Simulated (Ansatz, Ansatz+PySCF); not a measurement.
```xyz
2

Li    0.0000    0.0000    0.0000
B     1.2981    1.7308    3.7474
```

Basis set: 6-31G (spherical functions). Correlated methods keep 1 orbital frozen. Charge 0, multiplicity 3.

Computed with Ansatz (development build ahead of 0.2.0); the reference of a correlated method needn't be the lowest determinant of its kind.

(1) Give the atomization energy at this shape (free ground-state atoms in the same class of orbitals less the molecule, no zero-point energy) of triplet LiB by full CI (lowest root of this spin), UHF-CCSD(T), UHF-CCSD.

Results:

(1)

```
                            method  atomization energy
full CI (lowest root of this spin)             0.04 eV
                       UHF-CCSD(T)             0.04 eV
                          UHF-CCSD             0.04 eV
```

Caution for UHF-CCSD(T), UHF-CCSD: the reference determinant was not shown to be the lowest.

This basis has no polarisation functions and is too small for such energies, which can lie far from measured ones in either direction.
